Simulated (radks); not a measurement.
The table gives one normalised radial function P(r) = r R(r) of Nb4+ in [Ar] 3d10 4s2 4d(up 1, down 1) 4p(up 2.5, down 2.5) (r in bohr). All-electron calculation, scalar-relativistic Kohn-Sham, PBEsol, spin-polarised, spherical densities, point nucleus. Program: a radial shooting solver on a logarithmic mesh with Libxc functionals.

r,P
0.001406,0.0449
0.001598,0.0503
0.001831,0.0567
0.002081,0.0634
0.002384,0.0712
0.002731,0.0799
0.003104,0.0888
0.003556,0.0991
0.004042,0.1096
0.00463,0.1215
0.005305,0.1343
0.006029,0.1468
0.006908,0.1605
0.007851,0.1736
0.008995,0.1872
0.01031,0.2002
0.01171,0.2110
0.01342,0.2204
0.01525,0.2263
0.01747,0.2282
0.02002,0.2245
0.02275,0.2143
0.02607,0.1952
0.02963,0.1680
0.03394,0.1282
0.03889,0.0768
0.0442,0.0181
0.05063,-0.0538
0.05755,-0.1276
0.06593,-0.2076
0.07554,-0.2821
0.08585,-0.3390
0.09836,-0.3756
0.1127,-0.3771
0.1281,-0.3386
0.1467,-0.2508
0.1668,-0.1254
0.1911,0.0436
0.2189,0.2301
0.2488,0.3965
0.285,0.5320
0.324,0.5923
0.3712,0.5612
0.4252,0.4224
0.4833,0.2016
0.5537,-0.1011
0.6293,-0.4108
0.721,-0.7165
0.826,-0.9506
0.9388,-1.0739
1.076,-1.0885
1.222,-1.0018
1.401,-0.8332
1.605,-0.6275
1.824,-0.4374
2.089,-0.2678
2.375,-0.1514
2.721,-0.0727
3.117,-0.0302
3.543,-0.0114
4.059,-0.0033
4.613,-0.0009
5.285,-0.0002

Which n and l does it have? It may be an empty orbital.

Answer. n = 4, l = 0: the number of nodes gives n - l - 1 = 3, the rise at small r (about r^(l+1), flatter next to the nucleus through relativity) gives l, and the extent must fit the shell. The curve is that of 4s. 4s: eigenvalue -105.29 eV, 3 radial nodes at r = 0.0458, 0.185, 0.530 bohr, <r> = 1.13 bohr, 90 % of the charge inside 1.64 bohr.
